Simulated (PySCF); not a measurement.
# Electron correlation in Cd⁺ (cadmium, charge +1)

[Kr] 4d9 5s2, 2D determinant (an excited configuration). Computed with PySCF 2.14 in x2c-TZVPPall with one added diffuse shell each of s, p, d, f type (9s7p7d3f1g, 95 functions), with scalar relativity by spin-free X2C-1e. Frozen: [Ar] 3d10; 19 electrons correlated.

MP2 pair energies summed by pair of shells (mhartree):

| pair | energy | share (%) |
| --- | --- | --- |
| 4d-4d | -279.41 | 42.1 |
| 4p-4d | -167.41 | 25.2 |
| 4d-5s | -78.09 | 11.8 |
| 4p-4p | -46.01 | 6.9 |
| 4s-4d | -30.54 | 4.6 |
| 5s-5s | -22.94 | 3.5 |
| 4s-4p | -22.04 | 3.3 |
| 4p-5s | -11.94 | 1.8 |
| 4s-4s | -3.88 | 0.6 |
| 4s-5s | -1.02 | 0.2 |

Total MP2 correlation energy: -663.29 mhartree.

Same-spin part -215.83 and opposite-spin part -447.46 mhartree; SCS-MP2 scales them by 1/3 and 6/5 to -608.89 mhartree.

This basis was not built for core-valence correlation, so the inner-shell part is incomplete.
